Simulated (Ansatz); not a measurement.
```yaml
crystal:
  periodic: [false, false, false]
  atoms:
    - {symbol: C, position_ang: [2.756514, 1.006772, -0.813070]}
    - {symbol: O, position_ang: [1.663426, 0.944660, -0.157504]}
    - {symbol: Zr, position_ang: [0.295246, 0.178083, 0.662275]}
    - {symbol: F, position_ang: [0.339557, 0.544839, 2.409805]}
    - {symbol: N, position_ang: [-1.177931, 1.142606, 0.016953]}
    - {symbol: C, position_ang: [-2.355942, 0.994696, 0.605230]}
    - {symbol: C, position_ang: [-1.258240, 1.806121, -1.125565]}
    - {symbol: C, position_ang: [-0.631241, -1.928794, 1.005170]}
    - {symbol: C, position_ang: [-0.664439, -1.718070, -0.276573]}
    - {symbol: C, position_ang: [0.559302, -1.696099, -0.706842]}
    - {symbol: C, position_ang: [1.347119, -1.911174, 0.305957]}
    - {symbol: C, position_ang: [0.612596, -2.053702, 1.361078]}
    - {symbol: H, position_ang: [2.996546, 0.109965, -1.210219]}
    - {symbol: H, position_ang: [2.676385, 1.671688, -1.566546]}
    - {symbol: H, position_ang: [3.513397, 1.300553, -0.216045]}
    - {symbol: H, position_ang: [-3.012698, 0.481792, 0.027580]}
    - {symbol: H, position_ang: [-2.266234, 0.500304, 1.478934]}
    - {symbol: H, position_ang: [-2.775797, 1.889735, 0.819142]}
    - {symbol: H, position_ang: [-1.850089, 1.334022, -1.799815]}
    - {symbol: H, position_ang: [-1.645582, 2.730548, -0.986337]}
    - {symbol: H, position_ang: [-0.347549, 1.916713, -1.535760]}
    - {symbol: H, position_ang: [-1.418301, -1.986338, 1.610132]}
    - {symbol: H, position_ang: [-1.480952, -1.584918, -0.826705]}
    - {symbol: H, position_ang: [0.845318, -1.539678, -1.646206]}
    - {symbol: H, position_ang: [2.340478, -1.938519, 0.276291]}
    - {symbol: H, position_ang: [0.939122, -2.195795, 2.288640]}
basis:
  gaussian: {orbitals: x2c-TZVPPall}
magnetization: {spin_polarized: true, initial_magnetization: 4}
hamiltonian: {xc: {name: r2SCANh}}
output: {forces: true}
```

```sh
$ ansatz run in.yaml --threads 11 --pin off --events-out ev --progress --plain --max-ram 174080MiB --backend cuda --devices 0, --max-vram 75GiB
```

Output, abridged:

```
Functional definition: r2SCANh
3291 factors; their error is unknown
mean field evaluation 1: about -112640.0417 eV, gradient 1.0e2 eV
mean field evaluation 2: about -111844.1206 eV, gradient 3.1e2 eV
mean field evaluation 4: about -112660.5336 eV, gradient 7.3e1 eV
mean field evaluation 8: about -112689.2164 eV, gradient 3.1e0 eV
mean field evaluation 16: about -112689.3097 eV, gradient 1.5e-1 eV
mean field evaluation 32: about -112689.3771 eV, gradient 9.9e-4 eV
mean field -112689.37709636 eV, -4141.2582246878 hartree, gradient 9.7e-6 eV, S^2 6.019746; 6 other end points of the search recorded, 0 dependent functions left out
reference -112689.37713848 eV, -4141.2582262360 hartree; 65, 61 occupied and 551, 555 virtual orbitals, 3291 factors
Total energy: -112689.37713848 eV, -4141.2582262360 hartree
Relativity: scalar
Atom 0 at     2.756514     1.006772    -0.813070 Å, force     1.398088     0.537536    -0.767544 eV/Å
Atom 1 at     1.663426     0.944660    -0.157504 Å, force     0.655898     3.339522    -0.327608 eV/Å
Atom 2 at     0.295246     0.178083     0.662275 Å, force     1.444699    -7.796023     1.209040 eV/Å
Atom 3 at     0.339557     0.544839     2.409805 Å, force     0.052509     2.141012     6.432196 eV/Å
Atom 4 at    -1.177931     1.142606     0.016953 Å, force    -2.003336     1.141955    -1.342310 eV/Å
Atom 5 at    -2.355942     0.994696     0.605230 Å, force    -1.162149     0.108201     1.412399 eV/Å
Atom 6 at    -1.258240     1.806121    -1.125565 Å, force     0.577027     1.168441    -1.189996 eV/Å
Atom 7 at    -0.631241    -1.928794     1.005170 Å, force    -7.585800    -1.574271     4.127091 eV/Å
Atom 8 at    -0.664439    -1.718070    -0.276573 Å, force    -7.555361     1.733943    -3.950605 eV/Å
Atom 9 at     0.559302    -1.696099    -0.706842 Å, force     2.480622     0.187361    -8.217968 eV/Å
Atom 10 at     1.347119    -1.911174     0.305957 Å, force     7.914000    -0.700126     0.899040 eV/Å
Atom 11 at     0.612596    -2.053702     1.361078 Å, force     3.954601    -1.400659     6.425040 eV/Å
Atom 12 at     2.996546     0.109965    -1.210219 Å, force     1.070784    -3.264058    -1.572634 eV/Å
Atom 13 at     2.676385     1.671688    -1.566546 Å, force     0.051657     2.470088    -3.050382 eV/Å
Atom 14 at     3.513397     1.300553    -0.216045 Å, force     3.126207     1.078841     2.013021 eV/Å
Atom 15 at    -3.012698     0.481792     0.027580 Å, force    -2.244288    -1.727289    -2.021598 eV/Å
Atom 16 at    -2.266234     0.500304     1.478934 Å, force     0.156619    -1.835659     3.110977 eV/Å
Atom 17 at    -2.775797     1.889735     0.819142 Å, force    -1.828618     3.286917     0.665567 eV/Å
Atom 18 at    -1.850089     1.334022    -1.799815 Å, force    -2.121466    -1.649126    -2.318434 eV/Å
Atom 19 at    -1.645582     2.730548    -0.986337 Å, force    -1.587655     3.466771     0.297735 eV/Å
Atom 20 at    -0.347549     1.916713    -1.535760 Å, force     3.214708     0.458564    -1.694967 eV/Å
Atom 21 at    -1.418301    -1.986338     1.610132 Å, force    -3.089911    -0.577787     2.313860 eV/Å
Atom 22 at    -1.480952    -1.584918    -0.826705 Å, force    -3.208605     0.139922    -2.220120 eV/Å
Atom 23 at     0.845318    -1.539678    -1.646206 Å, force     1.112483     0.310442    -3.718878 eV/Å
Atom 24 at     2.340478    -1.938519     0.276291 Å, force     3.865581    -0.332190    -0.115584 eV/Å
Atom 25 at     0.939122    -2.195795     2.288640 Å, force     1.311707    -0.712328     3.602663 eV/Å
Dipole moment:    -0.431096     0.233410    -0.444886 e Å
```

Problem. What is wrong with this run?

Solution. The spin is set far too high for this molecule. Self-consistency was reached. The result belongs to that input, not to the molecule as meant.
